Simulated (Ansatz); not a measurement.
A nudged elastic band was laid between two geometries of C₂H₈GeSeSi (13 atoms, charge 0, multiplicity 1).

Method: RHF/def2-SVP in Ansatz.

- movable images: 5
- climbing image: yes
- spring: 5.0 eV/Å²
- optimiser: quadratic models (default)
- start path: IDPP
- force threshold: 0.05 eV/Å
- iteration limit: 60
- end points: relaxed

Image 0:

```xyz
13
Properties=species:S:1:pos:R:3
C -0.020 1.915 0.091
C -0.285 0.689 0.524
Si 0.612 -0.118 1.974
Se -1.737 -0.330 -0.278
Ge -0.506 -1.359 -2.025
H -0.564 2.378 -0.726
H 0.764 2.512 0.547
H -0.343 -0.395 3.070
H 1.670 0.801 2.462
H 1.230 -1.395 1.549
H -1.486 -2.297 -2.734
H 0.673 -2.146 -1.447
H 0.011 -0.291 -2.993
```

Image 6:

```xyz
13
Properties=species:S:1:pos:R:3
C 0.613 1.750 0.465
C -0.155 0.675 0.589
Si 0.020 -0.570 1.995
Se -1.618 0.379 -0.660
Ge -0.411 -0.815 -2.317
H 0.483 2.474 -0.333
H 1.414 1.949 1.171
H -1.215 -0.591 2.811
H 1.169 -0.178 2.846
H 0.251 -1.928 1.452
H 0.263 -2.041 -1.695
H 0.649 0.097 -2.942
H -1.442 -1.237 -3.367
```

**Question.** Which bonds break or form, and what moves?

**Answer.** No bond is made or broken. The dihedral C2–Se4–Ge5–H12 goes from 57 to -65°. The two ends are copies of one structure, up to a mirror image or an exchange of like atoms.

**Question.** What energy profile does the band end with?

**Answer.** It converged. The highest image is number 3 of 0 to 6, 4.6 kJ/mol above the ends, which have the same energy within 2 meV. A vibrational analysis at the climbing image gives one clearly imaginary mode, 92i cm⁻¹: a first-order saddle point.

| image | path coordinate (Å) | energy (kJ/mol) | dihedral C2–Se4–Ge5–H12 (°) |
| --- | --- | --- | --- |
| 0 | 0.00 | 0.0 | 57 |
| 1 | 0.79 | 1.1 | 38 |
| 2 | 1.59 | 3.6 | 17 |
| 3 | 2.38 | 4.6 | -4 |
| 4 | 3.32 | 2.9 | -29 |
| 5 | 4.25 | 1.0 | -49 |
| 6 | 5.18 | 0.0 | -65 |

**Question.** What is the geometry of the highest image?

**Answer.** 
```xyz
13
Properties=species:S:1:pos:R:3
C 0.484 1.937 0.450
C -0.159 0.779 0.543
Si 0.164 -0.487 1.901
Se -1.612 0.391 -0.690
Ge -0.465 -1.042 -2.211
H 0.266 2.665 -0.323
H 1.266 2.199 1.156
H -1.038 -0.646 2.750
H 1.305 -0.034 2.734
H 0.490 -1.801 1.296
H -1.088 -2.440 -2.182
H 1.004 -1.096 -1.789
H -0.599 -0.459 -3.621
```

**Question.** What are the harmonic wavenumbers there?

**Answer.** 92i, 45, 95, 160, 181, 288, 335, 375, 469, 595, 597, 715, 719, 800, 825, 905, 945, 966, 1023, 1027, 1037, 1117, 1212, 1528, 1795, 2246, 2260, 2271, 2324, 2330, 2348, 3285, 3381 cm⁻¹.

Run time: 4.7 min on 2 threads of AMD EPYC 7B13 (Zen 3), on a shared host, peak memory 0.53 GiB.
